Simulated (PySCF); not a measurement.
## From computed data to an observable: entropy of an ideal gas

CH2NO, SMILES C(=N)=[OH+], charge +1.

Geometry: PBE-D3(BJ)/def2-TZVP. The isomer is the one that the SMILES or the coordinates give; other isomers of the formula were not compared.

PySCF 2.14.0 with PBE-D3(BJ)/def2-TZVP gives the harmonic wavenumbers 229, 437, 517, 534, 1059, 1221, 2436, 3504, 3611 cm⁻¹ and the rotational temperatures 34.9986, 0.4769, 0.4705 K. The molar mass is 44.03 g/mol, the symmetry number 1, the spin multiplicity 1.

### Question
Work out the entropy at 298.15 K and 1 atm in the rigid-rotor, harmonic-oscillator model.

### Answer

Translation (Sackur–Tetrode at 1 atm): S = R[1.5 ln M + 2.5 ln T − 1.16487] = 155.9 J/(mol K).
Rotation: q = (√π/σ) T^1.5/√(θA θB θC) = 3260, S = R[ln q + 3/2] = 79.7 J/(mol K).
Vibration: with u = 1.4388 ν/T, each mode gives R[u/(e^u − 1) − ln(1 − e^−u)]:
```csv
ν (cm⁻¹),modes,u,S (J/(mol K))
229,1,1.11,7.89
437,1,2.11,3.50
517,1,2.49,2.58
534,1,2.58,2.42
1059,1,5.11,0.31
1221,1,5.89,0.16
```
The stiffer modes add less than 0.005 each. Sum 16.9 J/(mol K).
Spin: R ln 1 = 0.0 J/(mol K).
Total 252.5 J/(mol K); the program's own thermochemistry gives 252.5. Translation makes up 62 % and vibration 7 %. Anharmonicity, hindered rotation and orbital degeneracy are left out.
